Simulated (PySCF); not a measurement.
Species: [AuCl4]- (charge -1 and singlet state).
Bonds: Au1–Cl2, Au1–Cl3, Au1–Cl4, Au1–Cl5.

Computed by this run: PBE0-D3(BJ)/def2-SVP geometry optimisation, gas phase, def2 core potentials past Kr in PySCF 2.14.0; density fitting, grid level 1; the optimiser is geomeTRIC in internal coordinates, started from a GFN2-xTB structure with every atom displaced at random (about 0.03 Å).

At the end of the run (lengths in Å): Au1–Cl2 2.320, Au1–Cl5 2.320, Au1–Cl4 2.320, Au1–Cl3 2.320, Cl2–Au1–Cl4 179.9°, Cl2–Au1–Cl3 90.0°.

Problem. These geometries were met on the way; a selection of coordinates is given. Order them by energy above the end point, lowest first.
A. Au1–Cl2 2.325, Au1–Cl5 2.322, Au1–Cl4 2.327, Au1–Cl3 2.329, Cl2–Au1–Cl4 179.0°, Cl2–Au1–Cl3 91.8°
B. Au1–Cl2 2.192, Au1–Cl5 2.216, Au1–Cl4 2.233, Au1–Cl3 2.341, Cl2–Au1–Cl4 175.5°, Cl2–Au1–Cl3 91.4°
C. Au1–Cl2 2.285, Au1–Cl5 2.289, Au1–Cl4 2.304, Au1–Cl3 2.343, Cl2–Au1–Cl4 177.8°, Cl2–Au1–Cl3 86.0°

Solution. A (0.006 eV), C (0.047 eV), B (0.338 eV).

| step | E above end (eV) | rms distance from the end, all atoms (Å) | largest force (eV/Å) | rms shift of all bonds from the end (Å) |
| --- | --- | --- | --- | --- |
| 3 | 0.006 | 0.026 | 0.150 | 0.006 |
| 1 | 0.047 | 0.059 | 0.823 | 0.027 |
| 0 | 0.338 | 0.094 | 2.379 | 0.094 |

Rows stand in the order of the answer.
